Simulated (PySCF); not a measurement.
## Worked example: dipole moment from atomic charges

WOF₃, SMILES [O]=[W]([F])([F])[F] (connectivity only; charge and spin as stated), neutral, multiplicity 2. Atoms are numbered in the order given.

```xyz
5

W      0.0033    -0.0462     0.0000
O      0.8017    -1.5487     0.0000
F     -0.6982     0.0180     1.7163
F      0.6567     1.7206     0.0000
F     -0.6982     0.0180    -1.7163
```
Charge 0, spin multiplicity 2.

Geometry optimised at r2SCAN-D4/def2-SVP. The multiplicity is an assumed one; other spin states were not compared. The isomer is the one that the SMILES or the coordinates give; other isomers of the formula were not compared. The def2 effective core potentials stand for the cores of W; spin–orbit coupling is left out.

Charges (e) from PBE/def2-TZVP (PySCF):

| atom | ESP fit | Mulliken |
|---|---|---|
| W1 | 1.040 | 1.327 |
| O2 | -0.353 | -0.392 |
| F3 | -0.228 | -0.302 |
| F4 | -0.231 | -0.332 |
| F5 | -0.228 | -0.302 |

The dipole moment of the full density is 0.66 D.

Problem. What dipole moment does each set of point charges give, and which comes closer to that of the density?

Solution. 
μ = Σ q r, and 1 e Å = 4.8032 D.
ESP fit: Σ q r = (-0.113, 0.093, 0.000) e Å, |μ| = 0.70 D.
Mulliken: Σ q r = (-0.106, -0.036, 0.000) e Å, |μ| = 0.54 D.
ESP fit comes closer in size. Point charges leave out the atoms' own dipoles (lone pairs, polarised bonds); fits to the potential absorb them, partitions of the density don't.
